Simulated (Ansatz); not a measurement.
BH2 (SMILES [BH2]) moved off its minimum; all values from Ansatz (an electronic-structure program), cores frozen in correlated methods. Open shells are unrestricted.
(charge 0, multiplicity 2)
```xyz
3

B      0.1627     0.0852    -0.0219
H     -0.9442    -0.4019     0.0239
H      0.8942    -0.2261    -0.1511
```

```tsv
level	largest force (eV/Å)	on atom	rms difference from CCSD(T)/aug-cc-pVTZ (eV/Å)	dipole (D)
HF/def2-TZVPP	28.36	B1	0.126	0.67
PBE/def2-TZVPP	27.76	B1	0.134	0.66
r2SCAN/def2-TZVPP	27.88	B1	0.088	0.62
B3LYP/def2-TZVPP	27.63	B1	0.222	0.65
wB97M-V/def2-TZVPP	27.66	B1	0.222	0.67
MP2/aug-cc-pVTZ	28.18	B1	0.066	0.66
CCSD(T)/aug-cc-pVTZ	28.07	B1	0.000	0.65
```

The differences count from one level among others, with limits of its own. Forces at CCSD(T)/aug-cc-pVTZ (eV/Å):

| atom | Fx | Fy | Fz |
|---|---|---|---|
| B1 | -25.680 | 10.418 | 4.458 |
| H2 | 0.589 | 0.261 | -0.024 |
| H3 | 25.091 | -10.679 | -4.434 |
